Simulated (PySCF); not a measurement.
## RbH₂⁻: from structure and modes to constants

All numbers come from PySCF, PBE0, basis Rb def2-TZVPD with ECP28, H def2-TZVPD (scalar-relativistic core potentials, no spin–orbit coupling, density fitting).

The singlet minimum has D∞h symmetry. Masses (u): Rb 84.91179, H 1.00782.

```xyz
3
charge -1 multiplicity 1, angstrom
Rb    0.0000    0.0000    0.0000
H     0.0000    0.0000    2.6858
H     0.0000    0.0000   -2.6858
```

Harmonic wavenumbers (cm⁻¹): 142.7 (πu, ×2), 619.9 (σu+, ×1), 700.4 (σg+, ×1).

Problem. Find the principal moments of inertia and the rotational constants. What kind of rotor is it?

Solution. About the centre of mass I = 14.54 u Å². With B = 16.8576/I this gives 1.159 cm⁻¹. The molecule is linear.

Problem. What is the harmonic zero-point energy?

Solution. Half the sum of all 4 wavenumbers, 1606/2 = 803 cm⁻¹, which is 9.6 kJ/mol (1 cm⁻¹ = 0.0119627 kJ/mol).

Problem. Find the bond force constant k and the stretch–stretch coupling k′ of the valence force field.

Solution. For linear XMX, 4π²c²ω(σg)² = (k + k′)/mX and 4π²c²ω(σu)² = (k − k′)(1 + 2mX/mM)/mX. So k + k′ = 0.291 and k − k′ = 0.223 mdyn/Å, giving k = 0.257 and k′ = 0.034 mdyn/Å.

Other isomers or separated fragments may lie lower. The lowest empty level of this anion is unbound, so it and the gap depend on the basis.
